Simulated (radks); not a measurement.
Kr, configuration [Ar] 3d10 4s1.75 4p6 5p0.25 (fractional occupations, a model configuration). Method: scalar-relativistic Kohn-Sham, LDA (Slater exchange, Perdew-Zunger correlation), spin-polarised, spherical densities, finite nucleus; open shells are filled with parallel spins first; Fermi nuclear charge, rms radius 4.1884 fm; computed with a radial shooting solver on a logarithmic mesh with Libxc functionals.

Normalised radial functions P(r) = r R(r), r in bohr:

| r | 4s up | 4p up |
|---|---|---|
| 0.003697 | 0.0669 | 0.0024 |
| 0.005091 | 0.0864 | 0.0042 |
| 0.007068 | 0.1097 | 0.0077 |
| 0.009811 | 0.1347 | 0.0137 |
| 0.01351 | 0.1570 | 0.0239 |
| 0.01876 | 0.1700 | 0.0413 |
| 0.02583 | 0.1619 | 0.0679 |
| 0.03586 | 0.1173 | 0.1076 |
| 0.04978 | 0.0242 | 0.1584 |
| 0.06855 | -0.1077 | 0.2080 |
| 0.09516 | -0.2414 | 0.2317 |
| 0.131 | -0.2855 | 0.1876 |
| 0.1819 | -0.1504 | 0.0401 |
| 0.2525 | 0.1564 | -0.1842 |
| 0.3478 | 0.4258 | -0.3560 |
| 0.4828 | 0.3811 | -0.3166 |
| 0.6648 | -0.0548 | -0.0118 |
| 0.9229 | -0.6247 | 0.4305 |
| 1.281 | -0.9059 | 0.7448 |
| 1.764 | -0.7620 | 0.7659 |
| 2.449 | -0.4098 | 0.5488 |
| 3.373 | -0.1421 | 0.2827 |
| 4.682 | -0.0272 | 0.0959 |
| 6.5 | -0.0025 | 0.0198 |
| 8.951 | -0.0001 | 0.0023 |
| 12.43 | 0.0000 | 0.0001 |
| 17.11 | 0.0000 | 0.0000 |
| 23.75 | 0.0000 | 0.0000 |
| 32.98 | 0.0000 | 0.0000 |

4s up: eigenvalue -25.457 eV, 3 radial nodes at r = 0.0531, 0.217, 0.644 bohr, <r> = 1.56 bohr, 90 % of the charge inside 2.32 bohr. 4p up: eigenvalue -11.409 eV, 2 radial nodes at r = 0.194, 0.671 bohr, <r> = 1.90 bohr, 90 % of the charge inside 2.93 bohr.
